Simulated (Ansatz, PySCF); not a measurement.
System: selenium dioxide, SeO$_{2}$ (charge 0, singlet). 
Geometry from a B3LYP-D3(BJ)/def2-TZVP (Ansatz, a first-principles code) optimisation:
```
Se
O 1 1.6119
O 1 1.6119 2 113.77
```

Property: vertical electron affinity (to the doublet state of charge -1; a negative value means that the extra electron is unbound and the number depends on the basis; each state is the SCF solution reached for its spin; for the singlet the Hartree-Fock reference is unstable and T1 is 0.027), in eV. Correlated levels leave the core frozen unless marked. Open shells are spin-unrestricted. Spin-orbit coupling is left out. Frozen are the shells of the preceding noble gas and the d and f shells that filled before the atom's block. No relativistic terms. Anions need diffuse functions: aug- sets have them; def2-D sets add few. CBS marks a two-point X^-3 extrapolation of the correlation energy; Hartree-Fock from the larger set. [CCSD(T)-MP2]/basis is that difference in the basis named.

```csv
level,program,vertical electron affinity (eV),minus last row
HF/aug-cc-pVDZ,Ansatz,1.92,0.25
SVWN5/def2-TZVPD,Ansatz,1.71,0.04
PBE/def2-TZVPD,Ansatz,1.56,-0.11
M06-2X/def2-TZVPD,PySCF,1.99,0.32
MP2/aug-cc-pVTZ,Ansatz,1.33,-0.34
SCS-MP2/aug-cc-pVDZ,Ansatz,1.16,-0.51
"RI-MP2/CBS(aug-cc-pVTZ,aug-cc-pVQZ)+[CCSD(T)-MP2]/aug-cc-pVTZ",Ansatz,1.67,0.00
```
